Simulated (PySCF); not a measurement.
This PySCF input asks for the NMR shieldings of SMILES N#C[C@@H]1CC[C@H]1CC=S, C₇H₉NS; the geometry comes from PBE0-D3(BJ)/def2-SVP.

```python
import basis_set_exchange as bse
import numpy as np
from pyscf import gto, dft
from pyscf.prop import nmr

atoms = """
N    -2.969977    2.695520   -0.082888
C    -2.350981    1.751601   -0.342055
C    -1.561916    0.571120   -0.638615
C    -1.986960   -0.802986   -0.066898
C    -0.498004   -1.119964    0.155935
C    -0.200333    0.389396    0.082882
C     1.053224    0.876755   -0.633673
C     2.276771    0.459159    0.109479
S     3.293277   -0.711430   -0.343304
H    -1.419375    0.507242   -1.730081
H    -2.569354   -1.454783   -0.732135
H    -2.531077   -0.683154    0.880868
H    -0.216115   -1.649841    1.075898
H    -0.054556   -1.650809   -0.700980
H    -0.265635    0.837031    1.088258
H     1.018797    1.979508   -0.695504
H     1.084573    0.467786   -1.655446
H     2.442028    0.987592    1.065183
"""
names = dict.fromkeys(["N", "C", "S", "H"], "pcSseg-1")
basis = {el: gto.basis.parse(bse.get_basis(n, elements=[el], fmt="nwchem")) for el, n in names.items()}
mol = gto.M(atom=atoms, basis=basis, charge=0, verbose=0)
mf = dft.RKS(mol, xc="HYB_GGA_XC_WB97X_D")
mf.grids.level = 2
mf.grids.alignment = dft.numint.BLKSIZE   # the property module wants whole blocks of grid points
mf.conv_tol = 1e-9
mf.kernel()

calc = nmr.RKS(mf)   # GIAO
C = mf.mo_coeff
Co = C[:, mf.mo_occ > 0]
resp = mf.gen_response(singlet=True, hermi=2)
def vind(x):   # induced exchange potential for any number of trial vectors
    d = np.einsum("pi,xij,qj->xpq", C, 2 * x.reshape(-1, C.shape[1], Co.shape[1]), Co, optimize=True)
    return np.einsum("xpq,pi,qj->xij", resp(d - d.transpose(0, 2, 1)), C, Co, optimize=True).ravel()
mo1, _ = nmr.rhf.solve_mo1(calc, with_cphf=vind)
sigma = calc.kernel(mo1)
for i, s in enumerate(sigma):   # ppm
    w = np.linalg.eigvalsh((s + s.T) / 2)
    print("%2d %-2s iso %8.1f  s11 %8.1f  s22 %8.1f  s33 %8.1f" % (i, mol.atom_pure_symbol(i), w.mean(), *w))
```

Question: What are the results?

Answer: 
```
 0 N  iso    -41.0  s11   -209.3  s22   -197.8  s33    284.2
 1 C  iso     58.1  s11    -62.1  s22    -60.0  s33    296.6
 2 C  iso    156.7  s11    141.6  s22    157.3  s33    171.2
 3 C  iso    159.5  s11    148.5  s22    154.9  s33    175.0
 4 C  iso    159.4  s11    146.2  s22    157.8  s33    174.2
 5 C  iso    146.1  s11    130.4  s22    145.3  s33    162.5
 6 C  iso    122.7  s11     90.2  s22    124.5  s33    153.5
 7 C  iso    -85.8  s11   -260.9  s22   -142.3  s33    145.9
 8 S  iso   -662.2  s11  -2165.9  s22   -490.9  s33    670.2
 9 H  iso     29.2  s11     26.0  s22     29.4  s33     32.4
10 H  iso     29.4  s11     25.7  s22     26.1  s33     36.3
11 H  iso     29.4  s11     26.6  s22     27.3  s33     34.2
12 H  iso     29.8  s11     25.9  s22     27.2  s33     36.3
13 H  iso     29.8  s11     26.1  s22     29.0  s33     34.4
14 H  iso     28.8  s11     26.1  s22     28.6  s33     31.7
15 H  iso     27.7  s11     25.4  s22     26.3  s33     31.5
16 H  iso     28.9  s11     25.8  s22     29.0  s33     31.8
17 H  iso     20.4  s11     15.6  s22     21.0  s33     24.5
```

These numbers come from an equivalent density-fitted implementation of the same equations, which agrees with the script to about 0.01 ppm for H and up to a few tenths of a ppm for heavy atoms, so last digits may differ.

Question: Turn these shieldings into chemical shifts. Shifts are taken against calculated references (same method and geometry level): NH3 for $^{15}$N (σ = 263.98 ppm); $^{13}$C (σ = 184.54 ppm), $^{1}$H (σ = 31.38 ppm) against TMS; $^{33}$S (σ = 493.71 ppm) against CS2.

Answer: Averaging equivalent atoms: N 0: 305.0; C 7: 270.3; C 1: 126.4; C 6: 61.8; C 5: 38.5; C 2: 27.9; C 4: 25.1; C 3: 25.1; S 8: 1156; H 17: 11.03; H 15: 3.65; H 14: 2.56; H 16: 2.50; H 9: 2.13; H 10: 2.01; H 11: 1.99; H 12: 1.58; H 13: 1.53 ppm. Experimental scales use liquid or dissolved standards, which lie at an offset from isolated NH3 (liquid NH3: subtract about 20 ppm). Unscaled 15N shifts of sp2 nitrogen come out 20 to 40 ppm too high even then.

Size and cost of the density-fitted run: 205 basis functions, 70 s wall time on 1 thread of an Arm Neoverse N1, shared host.
